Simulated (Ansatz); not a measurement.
Species: sum formula SiPH₄ (charge -1, singlet). It need not be the lowest isomer of its formula. Whether it binds its extra electron was not tested at this geometry. SMILES: [SiH2-]P
Structure (B3LYP-D3(BJ)/def2-TZVP (Ansatz, a first-principles code) minimum search):
```xyz
6

Si    -1.1864    -0.2078     0.2992
P      1.1021     0.1832    -0.2754
H     -1.6674     0.5236    -0.9702
H     -1.2308     1.0794     1.1471
H      1.2880    -0.9762    -1.0884
H      1.6884    -0.4665     0.8532
```
Charge -1, spin multiplicity 1.

Give the harmonic wavenumbers at B3LYP-D3(BJ)/def2-TZVP (Ansatz, finite differences of forces, unscaled).

48, 345, 515, 543, 766, 798, 944, 1098, 1891, 1899, 2305, 2308 cm⁻¹. Zero-point energy 19.2 kcal/mol.

From these and the geometry, give the ideal-gas thermochemistry at 298.15 K and 1 atm (rigid rotor, harmonic oscillator).

Point group Cs, rotational symmetry number 1. Rotational constants 59.43, 5.301, 5.26 GHz. S(trans) 38.35, S(rot) 22.79, S(vib) 7.92, S(elec, spin only) 0.00, S 69.1 cal/(mol K). H(298) - H(0) 3.53 kcal/mol; G - E(el) 2.2 kcal/mol.
